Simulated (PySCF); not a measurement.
CH$_{3}$AlF$_{2}$ (SMILES [CH3][Al]([F])[F]), singlet, geometry from GFN2-xTB (such geometries of metal compounds can be far from the true shape). Base run: DF-B3LYP/6-311G** run with PySCF.

Input for PySCF:
```python
from pyscf import gto, scf, dft

mol = gto.M(
    atom='''
Al    0.05180306    0.04011766    0.00222470
C    -1.50805595   -1.16573156   -0.06233932
H    -1.30669362   -2.03874718   -0.68318980
H    -2.37664668   -0.64890162   -0.46820696
H    -1.76055472   -1.53755322    0.93063349
F     0.01100760    1.60162551   -0.52911869
F     1.52441362   -0.41295198    0.59199405
''',
    basis='6-311g**',
    verbose=4,
)

mf = dft.RKS(mol)
mf.xc = 'b3lyp'
mf = mf.density_fit(auxbasis='def2-universal-jkfit')
mf.kernel()
```

The base run was repeated with changes; each row names its change, and settings that it needs were set with it.

```
change                                                                            ΔE vs base (mEh)  SCF cycles
--------------------------------------------------------------------------------  ----------------  ----------
base                                                                                         0.000           9
conv_tol_grad = 1e-3                                                                         0.000           9
init_guess = atom                                                                            0.000          10
diis_space = 12                                                                              0.000           9
level_shift = 0.3 (with mf.max_cycle = 100)                                                  0.000          13
diis = off; damp = 0.3 (with mf.diis_start_cycle = 200; with mf.max_cycle = 150)             0.000          66
init_guess = sap                                                                             0.000          10
init_guess = 1e                                                                              0.000          15
level_shift = 1.0 (with mf.max_cycle = 100)                                                  0.000          33
conv_tol_grad = 1e-7                                                                         0.000          12
conv_tol = 1e-6                                                                              0.000           7
conv_tol = 1e-11                                                                             0.000          10
diis_space = 2                                                                               0.000          17
```
